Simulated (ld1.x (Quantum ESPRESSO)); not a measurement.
## Pseudopotential generation for lanthanum: PAW, PBE, scalar-relativistic.

ld1.x (Quantum ESPRESSO) 7.5 was run on this input:

```
&input
   title='La', zed=57., rel=1, dft='PBE', iswitch=3,
   config='[Xe] 4f0 5d2 6s1 6p0',
   nld=4, rlderiv=4.70, eminld=-5.0, emaxld=5.0, deld=0.02
 /
 &inputp
   pseudotype=3, lpaw=.true., tm=.true., lloc=-2, rcloc=1.50,
   nlcc=.true., new_core_ps=.true.,
   which_augfun='PSQ', rmatch_augfun_nc=.true.,
   file_pseudopw='La.UPF', file_wfcaegen='ae.wfc', file_wfcncgen='nc.wfc', file_beta='beta', file_chi='chi', file_wfcusgen='us.wfc'
 /
8
5S  1  0   2.00   0.00  2.00  2.15  0.0
6S  2  0   1.00   0.00  2.00  2.15  0.0
5P  2  1   6.00   0.00  3.05  3.30  0.0
6P  3  1   0.00   0.00  3.05  3.30  0.0
5D  3  2   2.00   0.00  3.15  4.35  0.0
5D  3  2   0.00   0.15  3.15  4.35  0.0
4F  4  3   0.00   0.00  1.80  1.90  0.0
4F  4  3   0.00   0.25  1.80  1.90  0.0
 &test
   configts(1)='4f0 5s2 5p6 5d2 6s1 6p0'
 /
```

Command:

```bash
ld1.x < La.in > La.out
```

The program printed (shortened: banner, matrices, multipoles, cross overlaps and the repeated all-electron block are left out):

```
Program LD1 v.7.5
     --------------------------- All-electron run ----------------------------

     La
     scalar relativistic calculation

     atomic number is 57.00
     dft =PBE   lsd =0 sic =0 latt =0  beta=0.20 tr2=1.0E-14
     Exchange-correlation= PBE
                           (   1   4   3   4   0   0   0)
     mesh =1253 r(mesh) = 100.17801 a.u. xmin = -7.00 dx = 0.01250
     1 Ry =  13.60569312 eV, c = 137.03599908

     n l     nl                  e(Ry)          e(Ha)          e(eV)
     1 0     1S 1( 2.00)     -2848.1437     -1424.0719    -38750.9695
     2 0     2S 1( 2.00)      -453.2886      -226.6443     -6167.3060
     2 1     2P 1( 6.00)      -406.2355      -203.1177     -5527.1150
     3 0     3S 1( 2.00)       -96.8563       -48.4281     -1317.7965
     3 1     3P 1( 6.00)       -81.8331       -40.9166     -1113.3963
     4 0     4S 1( 2.00)       -19.4619        -9.7310      -264.7927
     4 1     4P 1( 6.00)       -14.5771        -7.2886      -198.3318
     3 2     3D 1(10.00)       -60.2555       -30.1278      -819.8182
     5 0     5S 1( 2.00)        -2.7436        -1.3718       -37.3289
     5 1     5P 1( 6.00)        -1.5384        -0.7692       -20.9306
     4 2     4D 1(10.00)        -7.5099        -3.7549      -102.1770
     4 3     4F 1( 0.00)        -0.2014        -0.1007        -2.7403
     5 2     5D 1( 2.00)        -0.1576        -0.0788        -2.1440
     6 0     6S 1( 1.00)        -0.2298        -0.1149        -3.1271
     6 1     6P 1( 0.00)        -0.0772        -0.0386        -1.0497

     final scf error:  4.9E-15 reached in  30 iterations

     Etot =  -16986.519486 Ry,   -8493.259743 Ha, -231113.371351 eV

     Ekin =   17968.517046 Ry,    8984.258523 Ha,  244474.128803 eV
     Encl =  -41115.238005 Ry,  -20557.619003 Ha, -559401.310976 eV
     Eh   =    6566.537638 Ry,    3283.268819 Ha,   89342.295985 eV
     Exc  =    -406.336165 Ry,    -203.168082 Ha,   -5528.485163 eV

     normalization and overlap integrals

     s(1S/1S) =  1.000000  <r> =   0.0251  <r2> =    0.0009  r(max) =   0.0161
     s(2S/2S) =  1.000000  <r> =   0.1074  <r2> =    0.0136  r(max) =   0.0914
     s(2P/2P) =  1.000000  <r> =   0.0942  <r2> =    0.0108  r(max) =   0.0729
     s(3S/3S) =  1.000000  <r> =   0.2852  <r2> =    0.0929  r(max) =   0.2610
     s(3P/3P) =  1.000000  <r> =   0.2832  <r2> =    0.0930  r(max) =   0.2546
     s(4S/4S) =  1.000000  <r> =   0.6542  <r2> =    0.4826  r(max) =   0.6108
     s(4P/4P) =  1.000000  <r> =   0.6931  <r2> =    0.5459  r(max) =   0.6341
     s(3D/3D) =  1.000000  <r> =   0.2600  <r2> =    0.0797  r(max) =   0.2111
     s(5S/5S) =  1.000000  <r> =   1.5624  <r2> =    2.7431  r(max) =   1.4112
     s(5P/5P) =  1.000000  <r> =   1.8176  <r2> =    3.7482  r(max) =   1.5991
     s(4D/4D) =  1.000000  <r> =   0.7675  <r2> =    0.6830  r(max) =   0.6750
     s(4F/4F) =  1.000000  <r> =   1.2056  <r2> =    1.9978  r(max) =   0.7460
     s(5D/5D) =  1.000000  <r> =   3.2246  <r2> =   12.8077  r(max) =   2.2692
     s(6S/6S) =  1.000000  <r> =   4.6232  <r2> =   24.3139  r(max) =   3.9332
     s(6P/6P) =  1.000000  <r> =   6.5086  <r2> =   48.8413  r(max) =   5.3092

     ------------------------ End of All-electron run ------------------------

     --------------------- Generating PAW atomic setup --------------------

      Generating local potential from pseudized AE potential:
      Matching radius rcloc =   1.5000
      Enforcing V''(0)=0 (lloc=-2)

      Local pseudo, rcloc= 1.502 Estimated cut-off energy=    13.69 Ry

      Computing core charge for nlcc:

       r > 1.14 : true rho core
      Core charge pseudized with two Bessel functions
      Integrated core pseudo-charge :  21.02
      Wfc-us  5S rcutus= 2.132  Estimated cut-off energy=    11.63 Ry
      Wfc-us  6S rcutus= 2.132  Estimated cut-off energy=    21.62 Ry
      Wfc-us  5P rcutus= 3.261  Estimated cut-off energy=     8.23 Ry
      Wfc-us  6P rcutus= 3.261  Estimated cut-off energy=    15.40 Ry
      Wfc-us  5D rcutus= 4.402  Estimated cut-off energy=     6.03 Ry
      Wfc-us  5D rcutus= 4.402  Estimated cut-off energy=    10.30 Ry
      Wfc-us  4F rcutus= 1.881  Estimated cut-off energy=    44.90 Ry
      Wfc-us  4F rcutus= 1.881  Estimated cut-off energy=    55.11 Ry

     Required augmentation: PSQ   radius:    4.350000

     Q pseudized with Bessel functions
     Expected ecutrho=     183.8789 due to l1=  3   l2=  3

     Estimated PAW energy = -457.816882 Ryd

     ------------------- End of pseudopotential generation -------------------

     Computing logarithmic derivative in   4.71486
     Computing logarithmic derivative in   4.71486
     Computing the partial wave expansion
     R is outside the sphere for l=    0 j= 0.00
     R is outside the sphere for l=    0 j= 0.00
     R is outside the sphere for l=    1 j= 0.00
     R is outside the sphere for l=    1 j= 0.00
     R is outside the sphere for l=    2 j= 0.00
     R is outside the sphere for l=    2 j= 0.00
     R is outside the sphere for l=    3 j= 0.00
     R is outside the sphere for l=    3 j= 0.00

     ---------------------- Testing the pseudopotential ----------------------

     La
     scalar relativistic calculation

     atomic number is 57.00   valence charge is 11.00
     dft = SLA  PW   PBX  PBC   lsd =0 sic =0 latt =0  beta=0.20 tr2=1.0E-14
     mesh =1253 r(mesh) = 100.17801 xmin = -7.00 dx = 0.01250

     n l     nl             e AE (Ry)        e PS (Ry)    De AE-PS (Ry)
     4 3     4F   1( 0.00)       -0.20141       -0.20139       -0.00002
     1 0     5S   1( 2.00)       -2.74362       -2.74361       -0.00001
     2 1     5P   1( 6.00)       -1.53837       -1.53836       -0.00001
     3 2     5D   1( 2.00)       -0.15758       -0.15758       -0.00000
     2 0     6S   1( 1.00)       -0.22984       -0.22984       -0.00000
     3 1     6P   1( 0.00)       -0.07715       -0.07715        0.00000

     eps = 6.6E-17  iter =  6

     Etot =  -16986.519486 Ry,   -8493.259743 Ha, -231113.371351 eV
     Etotps =  -457.816879 Ry,    -228.908440 Ha,   -6228.915968 eV

     Ekin =     107.247981 Ry,      53.623991 Ha,    1459.183120 eV
     Encl =    -209.076939 Ry,    -104.538469 Ha,   -2844.636671 eV
     Ehrt =      50.348302 Ry,      25.174151 Ha,     685.023546 eV
     Ecxc =    -406.336224 Ry,    -203.168112 Ha,   -5528.485963 eV
     (Ecc =     -57.198963 Ry,     -28.599481 Ha,    -778.231535 eV)

     ---------------------- End of pseudopotential test ----------------------
```

The ghost test of this file was not conclusive. Its overlap operator is not positive definite in a basis up to 400 Ry (lowest eigenvalue p -0.28, d -1.33), so the file is unfit for use: the generalised eigenproblem breaks down once the basis is large enough, and its test numbers describe a broken file.

Generation and configuration tests took about 1.6 s on one core of a shared server CPU.
